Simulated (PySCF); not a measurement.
**C₆ coefficients of unlike pairs at PBE**

Calculated with PySCF 2.14 from the dipole response of each species, C₆(A,B) = (3/π) ∫ α_A(iu) α_B(iu) du, in atomic units, from isotropic polarisabilities. For ions this is the dispersion term alone; charge-induced terms of lower order in 1/R come first.

| species | configuration | basis | relativity | α (bohr³) | C₆ (like pair) |
| --- | --- | --- | --- | --- | --- |
| In³⁺ | [Kr] 4d10 (1S) | def2-QZVPPD with the def2 core potential (28 electrons) (8s6p5d4f1g) | core potential | 3.503 | 15.09 |
| Ar | [Ar] (1S) | aug-cc-pCVTZ-DK with one added diffuse shell each of s, p, d, f type (9s8p6d4f) | spin-free X2C | 11.94 | 70.09 |
| Cu³⁺ | [Ar] 3d8 (3F) | def2-TZVPPD (6s6p4d2f1g) | none | 1.345 | 2.812 |
| Ar⁺ | [Ne] 3s2 3p5 (2P) | dyall-acv3z (19s12p6d4f) | spin-free X2C | 7.044 | 31.94 |

Estimate C₆ for Ar⁺ with In³⁺.

The integral gives 20.78. The combination rule 2 C_A C_B / (C_A α_B/α_A + C_B α_A/α_B) gives 20.85 and the geometric mean 21.95.

No spin-orbit coupling is included.

The other pairs:

```csv
pair,C₆
"Cu³⁺, Ar",11.87
"Ar⁺, Ar",47.01
"Cu³⁺, In³⁺",6.397
"Ar, In³⁺",29.63
"Ar⁺, Cu³⁺",8.402
```
